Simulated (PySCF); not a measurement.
`[C-]#[N+]B1C=CC=CN1[O-]`, [C5H4BN2O]-, charge -1

Molfile (atoms numbered from 1):
```
C5H4BN2O
     RDKit          3D

 13 13  0  0  0  0  0  0  0  0999 V2000
    3.9795    1.0026   -0.4316 C   0  0  0  0  0  0  0  0  0  0  0  0
    2.8286    0.8270   -0.2813 N   0  0  0  0  0  0  0  0  0  0  0  0
    1.3972    0.5631   -0.0944 B   0  0  0  0  0  0  0  0  0  0  0  0
    0.8058   -0.8039   -0.0242 C   0  0  0  0  0  0  0  0  0  0  0  0
   -0.5725   -0.9430    0.1564 C   0  0  0  0  0  0  0  0  0  0  0  0
   -1.3742    0.1966    0.2683 C   0  0  0  0  0  0  0  0  0  0  0  0
   -0.8200    1.4726    0.2026 C   0  0  0  0  0  0  0  0  0  0  0  0
    0.5059    1.7204    0.0294 N   0  0  0  0  0  0  0  0  0  0  0  0
    0.9162    2.9325   -0.0175 O   0  0  0  0  0  0  0  0  0  0  0  0
    1.4195   -1.7078   -0.1103 H   0  0  0  0  0  0  0  0  0  0  0  0
   -1.0434   -1.9324    0.2126 H   0  0  0  0  0  0  0  0  0  0  0  0
   -2.4554    0.1137    0.4103 H   0  0  0  0  0  0  0  0  0  0  0  0
   -1.4132    2.3872    0.2861 H   0  0  0  0  0  0  0  0  0  0  0  0
  1  2  3  0
  2  3  1  0
  3  4  1  0
  4  5  2  0
  5  6  1  0
  6  7  2  0
  7  8  1  0
  8  9  1  0
  8  3  1  0
  4 10  1  0
  5 11  1  0
  6 12  1  0
  7 13  1  0
M  CHG  3   1  -1   2   1   9  -1
M  END
```

Computed with quadratic response CAM-B3LYP/aug-cc-pVDZ first hyperpolarisability, Taylor convention, gas phase (PySCF 2.14.0). Geometry: PBE0-D3(BJ)/def2-SVP.

For a gas-phase anion, states above the detachment energy (about 2.3 eV, taken as minus the energy of the highest occupied orbital) lie in the continuum and depend on the basis.

(1) Give β for the processes computed.

(2) Which lowest excitations and polarisabilities go with it?

Answers

(1) In au, Taylor convention; the vector part is βᵢ = ⅓ Σⱼ (βᵢⱼⱼ + βⱼᵢⱼ + βⱼⱼᵢ):
| process | λ (nm) | β vector norm | β HRS | depolarisation ratio |
| --- | --- | --- | --- | --- |
| static β(0;0,0) | ∞ | 413.6 | 232.0 | 2.67 |
| second harmonic β(−2ω;ω,ω) | 1907 | 448.9 | 258.0 | 2.57 |
| Pockels β(−ω;ω,0) | 1907 | 424.8 | – | – |
| second harmonic β(−2ω;ω,ω) | 1064 | 547.0 | 343.1 | 2.29 |
| Pockels β(−ω;ω,0) | 1064 | 451.6 | – | – |

(2) S1 3.28 eV (f = 0.004); S2 3.67 eV (f = 0.001); S3 3.86 eV (f = 0.114); isotropic α 111.4 au static, 112.2 au at 1907 nm, 114.2 au at 1064 nm, 114.9 au at 953.5 nm, 125.1 au at 532 nm.
